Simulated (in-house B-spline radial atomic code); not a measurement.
## Excitations of Ge22+ by several methods

Full response, energies in eV; labels give the largest channel, * marks a mixed state, a dash one above the method's threshold, and an imaginary frequency an unstable closed-shell reference. Computed with a B-spline radial code for spherical atoms: linear response of the closed shell [He] 2s2 2p6 with each method's own kernel (bare exchange for TDHF, static screening on G0W0 levels for BSE, the adiabatic kernel for functionals); non-relativistic, point nucleus, no spin-orbit coupling, no double excitations, S, P, D and F terms only. Only terms of natural parity with L up to 3 were computed.

Without relativity these are model numbers for so heavy an element.

```json
{"method": "TDHF", "2p → 3s 3P": "1248.47", "2p → 3s 1P": "1252.85", "2p → 3p 3S": "1283.07", "α (bohr³)": "0.002147"}
{"method": "PBE", "2p → 3s 3P": "1225.79", "2p → 3s 1P": "1229.79", "2p → 3p 3S": "1264.89", "α (bohr³)": "0.002172"}
{"method": "OLYP", "2p → 3s 3P": "?", "2p → 3s 1P": "?", "2p → 3p 3S": "?", "α (bohr³)": "?"}
{"method": "CAM-B3LYP", "2p → 3s 3P": "1222.40", "2p → 3s 1P": "1228.06", "2p → 3p 3S": "1260.88", "α (bohr³)": "0.002167"}
{"method": "HSE06", "2p → 3s 3P": "1231.59", "2p → 3s 1P": "1235.67", "2p → 3p 3S": "1269.87", "α (bohr³)": "0.002166"}
{"method": "B3LYP (VWN-RPA)", "2p → 3s 3P": "?", "2p → 3s 1P": "?", "2p → 3p 3S": "?", "α (bohr³)": "?"}
```

**Question.** What does OLYP give?

**Answer.** 2p → 3s 3P: 1215.65; 2p → 3s 1P: 1221.58; 2p → 3p 3S: 1255.57; α: 0.002166 (eV, bohr³).

**Question.** What does B3LYP (VWN-RPA) give?

**Answer.** 2p → 3s 3P: 1222.54; 2p → 3s 1P: 1228.20; 2p → 3p 3S: 1261.01; α: 0.002167 (eV, bohr³).
